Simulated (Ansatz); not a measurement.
Ansatz results at the PBE0-D4/def2-TZVP geometry: LUMO energy (PBE0/def2-TZVPP) -0.34 eV; HOMO–LUMO gap (B3LYP/def2-TZVPP) 5.58 eV; HOMO energy (PBE0/def2-TZVPP) -6.35 eV.

Each molecule was computed in one conformer, which needn't be the lowest.

Question: Which molecule gave them?
A. `FC1=COC1`
B. `BBC`
C. `C=CB(N)[SiH2]F`
D. `O[CH]1[SiH2][GeH2]1`

Answer: D. The others give `C=CB(N)[SiH2]F`: -1.26, 5.87, -7.53; `FC1=COC1`: 0.55, 6.62, -6.56; `BBC`: -1.55, 6.07, -8.01.

B3LYP here is the variant with VWN-RPA as its local correlation; programs differ in this.
